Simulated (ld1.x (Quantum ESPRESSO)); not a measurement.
# Which change was made? (Ga, PAW)

gallium, PAW, made with ld1.x (Quantum ESPRESSO) 7.5 (PBEsol, scalar-relativistic). Core [Ne], reference 3s2 3p6 3d10 4s1 4p0 (charge +2). Waves: 3s (bound): rcut 0.95, rcutus 1.05 bohr; 4s (bound): rcut 0.95, rcutus 1.05 bohr; 3p (bound): rcut 1.20, rcutus 1.45 bohr; 4p (bound, empty): rcut 1.20, rcutus 1.45 bohr; 3d (bound): rcut 0.75, rcutus 0.95 bohr; 3d channel at -2.5 Ry: rcut 0.75, rcutus 0.95 bohr. Local part: all-electron potential smoothed inside 1.00 bohr (lloc = -1). Core correction: Bessel-smoothed model core inside 0.80 bohr. Augmentation charge: BESSEL, radius 0.75 bohr.

Cutoffs, loose and tight: the cutoffs (Ry, on a coarse ladder) from which the occupation-weighted sum of valence levels, in a spherical-Bessel basis at the reference potential, stays within 10 and 1 mRy of its value at 400 Ry. They do not see the model core or the augmentation charge, which bear on the density cutoff. Test errors are all-electron minus pseudo excitation energies from the reference, over the configurations 3s2 3p6 3d10 4s2 4p1; 3s2 3p6 3d10 4s2 4p0; 3s2 3p6 3d10 4s0 4p0; 3s2 3p6 3d10 4s1 4p2; 3s2 3p6 3d9 4s2 4p1; 3s2 3p6 3d10 4s1 4p1; 3s2 3p6 3d9 4s2 4p2; variants that change the core or the reference have their own tests.

The base gives: outcome: generated; cutoff, loose: 180 Ry; cutoff, tight: 300 Ry; bound ghosts: none; largest test error (meV): +3.2.

On the changes marked as counting shells twice: ld1.x takes every shell without a wave as core, so the model core holds the marked electrons as well and exchange and correlation see them twice. This cancels in the reference configuration, but the file is broken for other ones, and its errors say nothing about a proper core correction.

Q: After one change the result is: outcome: generated, overlap not positive; bound ghosts: not determined (overlap not positive); largest test error (meV): +17. Which change was it?
A. type TM semilocal; waves now 3s (bound): rc 1.05 bohr; 3d (bound): rc 0.95 bohr; 3p (bound): rc 1.45 bohr; local potential the p channel (4s counted twice)
B. waves 3s (bound): rcut 0.95, rcutus 1.38 bohr; 4s (bound): rcut 0.95, rcutus 1.38 bohr
C. functional LDA (PZ)
D. all radii but the core radius scaled by about 0.77 (s 0.80, p 1.12, d 0.74 bohr, rcut 0.74/0.92/0.58); local potential all-electron potential smoothed inside 0.76 bohr (lloc = -1); augmentation BESSEL, radius 0.58 bohr

A: D. The others give: waves 3s (bound): rcut 0.95, rcutus 1.38 bohr; 4s (bound): rcut 0.95, rcutus 1.38 bohr → outcome: generated, overlap not positive; bound ghosts: not determined (overlap not positive); largest test error (meV): +3.3 | type TM semilocal; waves now 3s (bound): rc 1.05 bohr; 3d (bound): rc 0.95 bohr; 3p (bound): rc 1.45 bohr; local potential the p channel (4s counted twice) → outcome: generated, misses its reference levels by 1.87 eV; cutoff, loose: 260 Ry; cutoff, tight: over 300 Ry; bound ghosts: none; largest test error (meV): -2429 | functional LDA (PZ) → outcome: generated; cutoff, loose: 180 Ry; cutoff, tight: 300 Ry; bound ghosts: none; largest test error (meV): -4.3. A file whose overlap is not positive is unfit for use, and its test errors describe a broken file.
